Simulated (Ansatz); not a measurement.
A geometry relaxed with PBE0-D4/def2-TZVP run with Ansatz (a quantum-chemistry and plane-wave program), charge 0, multiplicity 2:

```xyz
3

B     -0.0001     0.4279     0.0000
F     -1.1376    -0.2142     0.0000
F      1.1376    -0.2137     0.0000
```

### Question
Write the SMILES of this molecule.

### Answer
`F[B]F`
